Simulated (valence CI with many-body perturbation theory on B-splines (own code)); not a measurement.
## Ce43+: what each term of the Hamiltonian does

Calculated by configuration interaction combined with many-body perturbation theory (CI+MBPT): five valence electrons over a frozen Dirac-Fock core [Ne], radial functions for each j: 9 s, 9 p, 8 d, 6 f, 3 g, 1 h, with the one-electron correlation potential Σ1, the two-electron term Σ2, the three-electron term Σ3, Breit, model QED; selected CI, second order for the rest (own B-spline code, finite nucleus).

No measured spectrum was set against this ion. As an estimate, large intervals hold to a few tenths of a per cent, small ones and those within an open d or f shell to about a per cent. Among the levels kept, up to 620 cm⁻¹ of a level comes from second order outside the variational space, and about a tenth of that is noise between levels of different J, which matters for small intervals.

Each rung adds one term. CI alone is the Dirac-Coulomb CI over the frozen core; QED comes last and gives the full result, which names the levels. Energies are above (3s^2 3p1/2^2 3p3/2) J=3/2 on the same rung, in cm⁻¹.

Levels are named by their leading jj configuration (3d3/2^4 stands for four electrons in 3d with j = 3/2), which in mixed levels can hold well under half, so a name can repeat and another be missing. Letters in brackets count levels of one name in rising energy.

```tsv
Level	CI alone	+ Σ1	+ Σ2	+ Σ3	+ Breit	Full
(3s^2 3p1/2 3p3/2^2) J=3/2	831266	832045	832939	833141	821239	822698
(3s^2 3p1/2 3p3/2^2) J=5/2	906103	906892	907511	907514	893407	894864
(3s^2 3p1/2 3p3/2^2) J=1/2	993442	994235	994538	994290	982781	984204
(3s^2 3p1/2^2 3d3/2) J=3/2	1358270	1356650	1354600	1353810	1349840	1347550
(3s^2 3p1/2^2 3d5/2) J=5/2	1613220	1612280	1610240	1609670	1599240	1596050
(3s 3p1/2^2 3p3/2^2) J=5/2	1825370	1824390	1823260	1823580	1819620	1809180
(3s^2 3p3/2^3) J=3/2	1836100	1837660	1838920	1838840	1814690	1817470
(3s 3p1/2^2 3p3/2^2) J=1/2	1980760	1979800	1978930	1979490	1977970	1966410
(3s 3p1/2^2 3p3/2^2) J=3/2	1986550	1985600	1983900	1984450	1980280	1970370
(3s^2 3p1/2 3p3/2 3d3/2) J=5/2 [a]	2184690	2183850	2182570	2182120	2163930	2163230
(3s^2 3p1/2 3p3/2 3d3/2) J=3/2 [a]	2195070	2194220	2192740	2192270	2176000	2174600
(3s^2 3p1/2 3p3/2 3d3/2) J=1/2 [a]	2197000	2196160	2194960	2194490	2179040	2178230
(3s^2 3p1/2 3p3/2 3d3/2) J=7/2	2258010	2257210	2255910	2255160	2234390	2233770
(3s^2 3p1/2 3p3/2 3d5/2) J=7/2 [a]	2397780	2397640	2396430	2395900	2372040	2371960
(3s^2 3p1/2 3p3/2 3d5/2) J=3/2 [a]	2420150	2419990	2419150	2419030	2397580	2395520
(3s^2 3p1/2 3p3/2 3d3/2) J=5/2 [b]	2428510	2427850	2423280	2421750	2402820	2401800
(3s^2 3p1/2 3p3/2 3d5/2) J=5/2 [a]	2467140	2466870	2464950	2464290	2441450	2440010
(3s^2 3p1/2 3p3/2 3d5/2) J=9/2	2478570	2478450	2477280	2476370	2448450	2448380
(3s^2 3p1/2 3p3/2 3d3/2) J=3/2 [b]	2477390	2476520	2469760	2468090	2453920	2450820
```

Task: How does the ionisation energy move along the ladder, and which term matters most?

Result: CI alone 3369.8, + Σ1 3370.7, + Σ2 3370.8, + Σ3 3370.4, + Breit 3368.1, + QED 3368.0 eV. The largest step is Breit, -2.2 eV. NIST lists 3366 ± 4 eV (theoretical).
